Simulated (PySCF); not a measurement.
Si(OSiH3)2(NHSiH3)(Me) (CH13NO2Si4), SMILES C[Si](N[SiH3])(O[SiH3])O[SiH3].

The structure is a stationary point at B3LYP-D3(BJ)/def2-SVP. One conformer was computed; it need not be the lowest.

Two levels are set side by side: TDA-PBE/def2-SVP (PySCF) and TDA-ωB97X/def2-SVP (PySCF). Vertical, same geometry. The lowest singlet is HOMO→LUMO 99 % with PBE and HOMO→LUMO 57 %, HOMO→LUMO+1 28 % with the other functional; states are paired by order. Differences are taken from unrounded values.

```
quantity                              TDA-ωB97X  TDA-PBE  TDA-PBE minus TDA-ωB97X
------------------------------------  ---------  -------  -----------------------
lowest singlet excitation (eV)             7.21     5.66                    -1.56
lowest triplet excitation (TDA) (eV)       6.81     5.48                    -1.34
```

Functionals without exact exchange tend to place singlet excitations lower, as here. Differences between two approximate levels are no errors against the true value.

Rough cost on one machine, each run with all the roots and properties that it gave: TDA-ωB97X against TDA-PBE about 5 times.
